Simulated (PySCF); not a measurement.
Assignment exercise: C₄H₁₁B

Geometry:
```tsv
atom	x (Å)	y (Å)	z (Å)
B1	0.957	1.221	1.271
H2	1.363	1.605	2.346
H3	1.254	1.873	0.293
C4	0.083	-0.066	1.218
C5	-0.415	-0.596	-0.130
C6	0.747	-0.994	-1.034
C7	-1.332	0.410	-0.819
H8	-0.771	0.134	1.900
H9	0.643	-0.849	1.770
H10	-1.010	-1.507	0.064
H11	1.371	-0.120	-1.283
H12	0.389	-1.427	-1.981
H13	1.396	-1.741	-0.550
H14	-0.793	1.344	-1.046
H15	-2.195	0.668	-0.184
H16	-1.721	0.012	-1.769
```

[PySCF 2.14: J: B3LYP/pcJ-1 (spin–dipole term only in couplings to heteroatoms); structure optimised with PBE0-D3(BJ)/def2-SVP; NMR shieldings at PBE0/pcSseg-1/GIAO; non-relativistic; single conformer; gas phase; rapidly exchanging positions averaged]

Chemical shifts δ = σref − σ; TMS for ¹³C (σ = 184.41 ppm), ¹H (σ = 31.27 ppm), all at this level.

Question: Assign these signals to the numbered atoms. ¹³C{¹H} NMR (computed): δ 44.9, 26.4, 24.2.

Answer: 
44.9 → C4, carbon bonded to C, B, 2 H
26.4 → C5, carbon bonded to 3 C, H
24.2 → C6/C7, carbon bonded to C, 3 H

Question: Assign these signals to the numbered atoms. ¹H NMR (400 MHz, computed): δ 7.93 (br, 2H), 1.91 (dt, J = 4.5, 1.6 Hz, 2H), 1.75 (sept of t, J = 7.6, 4.5 Hz, 1H), 1.01 (d, J = 7.6 Hz, 6H).

Answer: 
7.93 → H2/H3, hydrogen on a boron bonded to C
1.91 → H8/H9, hydrogen on a carbon bonded to C, B
1.75 → H10, hydrogen on a carbon bonded to 3 C
1.01 → H11/H12/H13/H14/H15/H16, hydrogen on a carbon bonded to C

Hydrogens on boron are broadened and split by ¹¹B (spin 3/2, 80 %) and 10B (spin 3). A carbon bonded to boron is broadened by the quadrupolar boron nucleus and is often missing from a measured spectrum. Multiplet labels drop couplings under 1 Hz and merge nearly equal ones. Unscaled 3J(H,H) at this level run about 10 % above measured values. Shifts are as computed. Against solution values, carbons near 30 ppm lie about +2 ppm off and those near 130 ppm about +5 ppm. Of 1211 compounds with measured shifts, 218 miss one by over three times the rms of a fit or turn the order of signals round; such compounds aren't used in these exercises.
